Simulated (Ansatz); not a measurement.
Breaking a bond: GaCl, singlet.

Method: CCSDT(Q) on UHF/cc-pVTZ, cores with 3d frozen run with Ansatz (a first-principles code).

**Question.** Relative to R = 2.22 Å, what are the energies at R = 1.77, 2.42, 2.56, 3.93 Å?

**Answer.** 248.1 kJ/mol at 1.77 Å, 15.6 kJ/mol at 2.42 Å, 39.4 kJ/mol at 2.56 Å, 297.0 kJ/mol at 3.93 Å.

The unrestricted determinant behind UCCSDT(Q) is spin-contaminated at 4.87 to 8.87 Å (<S²> up to 1.0, against 0.00 for a pure singlet).
